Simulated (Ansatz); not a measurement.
Ir₂₀⁺ (started as a model of: Ir20 tetrahedron), 20 atoms. Hardware: 4 threads of AMD EPYC 7R13 on a shared host and a share (37 GiB) of an NVIDIA H100 80GB HBM3.

In the def2 sets Ir takes a core potential; there is no spin–orbit coupling. Correlated methods freeze no core orbitals; core or outer-core shells of Ir are correlated, in sets that lack core-valence functions. Single mean-field runs in def2-SVP, def2-TZVP are fitted with def2-universal-jkfit.

(1) How many basis functions does each of these Ansatz runs have, and roughly what does it cost? HF/def2-TZVP, charge 1 doublet, energy, from earlier orbitals; PBE-D4/def2-SVP, charge 1 doublet, energy, from earlier orbitals; PBE0-D4/def2-TZVP, charge 1 doublet, energy, from earlier orbitals; r2SCAN-D4/def2-SVP, charge 1 doublet, relaxation, 9 steps; MP2/def2-SVP, charge 1 doublet, energy, from earlier orbitals; PBE0-D4/def2-SVP, charge 1 doublet, energy, from earlier orbitals; PBE-D4/def2-TZVP, charge 1 doublet, energy and forces, from earlier orbitals; r2SCAN-D4/def2-TZVP, charge 1 doublet, energy, from earlier orbitals.

Results:

(1) Other jobs shared the machine, so times can vary by a factor of up to 3.

| run | functions | fitting or Cholesky vectors | wall time | peak host memory (GiB) |
| --- | --- | --- | --- | --- |
| PBE-D4/def2-SVP, charge 1 doublet, energy, from earlier orbitals | 640 | 4540 | 76 s | 1.5 |
| PBE0-D4/def2-TZVP, charge 1 doublet, energy, from earlier orbitals | 800 | 4540 | 1.9 min | 1.6 |
| HF/def2-TZVP, charge 1 doublet, energy, from earlier orbitals | 800 | 4540 | 2.2 min | 1.3 |
| r2SCAN-D4/def2-TZVP, charge 1 doublet, energy, from earlier orbitals | 800 | 4540 | 2.4 min | 2.2 |
| PBE0-D4/def2-SVP, charge 1 doublet, energy, from earlier orbitals | 640 | 4540 | 2.4 min | 1.5 |
| MP2/def2-SVP, charge 1 doublet, energy, from earlier orbitals | 640 | 6400 | 2.8 min | 1.6 |
| PBE-D4/def2-TZVP, charge 1 doublet, energy and forces, from earlier orbitals | 800 | 4540 | 4.3 min | 1.7 |
| r2SCAN-D4/def2-SVP, charge 1 doublet, relaxation, 9 steps | 640 | 4540 | 5.6 min | 1.9 |
